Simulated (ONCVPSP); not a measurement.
Configuration tests for Ni (ONCV)

| Property | Result |
| --- | --- |
| Element | nickel (Ni) |
| Generator | ONCVPSP 4.0.1 |
| Type | optimised norm-conserving Vanderbilt (ONCV) |
| Functional | PBE |
| Relativity | fully relativistic |
| Frozen core | [Ne] 3s2 |
| Valence charge | 16 |
| Reference configuration | 3p6 3d8 4s2 |
| Partial waves | 4s: rc 2.30 bohr, ncon 3, nbas 6, qcut 3.6 1/bohr, 2 projectors, debl 3.1 Ha; 3p: rc 1.10 bohr, ncon 4, nbas 7, qcut 13 1/bohr, 3 projectors, debl 3 Ha; 3d: rc 1.40 bohr, ncon 4, nbas 8, qcut 13.5 1/bohr, 2 projectors, debl 1.7 Ha; f scattering state at 0.13 Ha: rc 1.95 bohr, ncon 4, nbas 8, qcut 5.3 1/bohr, 2 projectors, debl 0.5 Ha |
| Local potential | polynomial inside 0.80 bohr (lpopt 5, dvloc0 4 Ha) |
| Core correction | Teter function, fcfact 4.25, rcfact 1.55 |

Open shells are filled in proportion to 2j + 1.

Energies are relative to the spin-unpolarised reference configuration 3p6 3d8 4s2; without spin polarisation the order of configurations can differ from experiment.

```
valence configuration  charge  ΔE all-electron (eV)  error AE − PS (meV)
          3p6 3d8 4s1      +1                 9.323                 -4.1
          3p6 3d8 4s0      +2                26.674                  -26
          3p6 3d7 4s0      +3                64.140                  +71
```

(1) What are ΔE and the potential's error for 3p6 3d9 4s0?

Note: ghosts flagged at negative energy: s at -89.7 eV; no localised positive-energy state flagged. A true bound ghost makes a file unfit for plane-wave use.

Results:

(1) ΔE = 6.319 eV all-electron; the error (AE − PS) is -59 meV.
